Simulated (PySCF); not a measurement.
# Dipole moment and polarisability of `C=CCc1ccc(C#N)[nH]1`

C8H8N2.
Numbering: `[CH2:1]=[CH:2][CH2:3][c:4]1[cH:5][cH:6][c:7]([C:8]#[N:9])[nH:10]1` (hydrogens: H11, H12 on C1; H13 on C2; H14, H15 on C3; H16 on C5; H17 on C6; H18 on N10)

Geometry (PBE0-D3(BJ)/def2-SVP, Å), atoms numbered from 1 in this order:
```xyz
18
C8H8N2 angstrom
C      3.0609    0.6309   -0.6276
C      2.3400   -0.2573    0.0590
C      1.5431    0.0623    1.2890
C      0.0712   -0.0837    1.0627
C     -0.9290   -0.6265    1.8577
C     -2.1534   -0.4735    1.1724
C     -1.8695    0.1569   -0.0326
C     -2.7233    0.5322   -1.0960
N     -3.4124    0.8456   -1.9772
N     -0.5138    0.3828   -0.0716
H      3.1404    1.6744   -0.3044
H      3.6118    0.3459   -1.5276
H      2.2802   -1.2938   -0.2950
H      1.8255   -0.6094    2.1147
H      1.7750    1.0890    1.6238
H     -0.7801   -1.0801    2.8353
H     -3.1428   -0.7845    1.4993
H     -0.0103    0.7984   -0.8456
```

Level: PBE0/def2-SVPD (PySCF), static field, nuclei fixed, core orbitals frozen in the response. The polarisability tensor in these axes (au):

```
x   136.12   3.14  11.60
y     3.14  79.30 -18.51
z    11.60 -18.51 111.92
```

Question: What are the eigenvalues, a third of the trace, and Δα (Δα² = ½Σ(αi − αj)² over the three pairs)?

Answer: Principal values 70.03, 116.23 and 141.09 au; mean 109.12 au = 16.17 Å³ = 17.99 × 10⁻⁴⁰ C²·m²/J; Δα = 62.45 au (57 % of the mean).

Question: What is the dipole moment, and where does it point?

Answer: (4.44, -0.64, 2.58) D, 5.18 D in size, pointing from the negative to the positive side. Measured along this direction, the outermost atoms are N9 at the negative end and H14 at the positive end.

Question: Give the eigenvalues of the traceless quadrupole moment Θ = ½Σq(3rr − r²1), origin at the centre of nuclear charge.

Answer: -21.40, 4.99, 16.41 D·Å. The values depend on the origin, since the dipole doesn't vanish. The electronic extent ⟨r²⟩ about the same centre is 1733 bohr², a root-mean-square distance of 2.63 Å for the 70 electrons.

Question: Molar refractivity from α?

Answer: Lorentz–Lorenz: R = (4π/3)N_A α = 2.5225 cm³/(mol·Å³) × 16.17 Å³ = 40.8 cm³/mol, in the limit of long wavelengths.

Question: What would n − 1 = 2πNα be for an ideal gas of these molecules at 350 K and 1 atm, electronic part alone?

Answer: N = p/kT = 2.0968 × 10¹⁹ cm⁻³, so n − 1 = 2π × N × 16.17 × 10⁻²⁴ cm³ = 2130 × 10⁻⁶ at long wavelengths, for an ideal gas.

Question: Find the Langevin capture rate constant for NO+ (29.998 u) meeting this molecule (132.069 u), k = 2.342 × 10⁻⁹ cm³/s × √(α in Å³ / reduced mass in u).

Answer: The reduced mass is 24.45 u, so k = 1.90 × 10⁻⁹ cm³/s. The formula leaves out the permanent dipole, which adds to the capture rate.

One conformer (not necessarily the lowest) at the PBE0-D3(BJ)/def2-SVP geometry, without solvent, vibrations or thermal averaging.
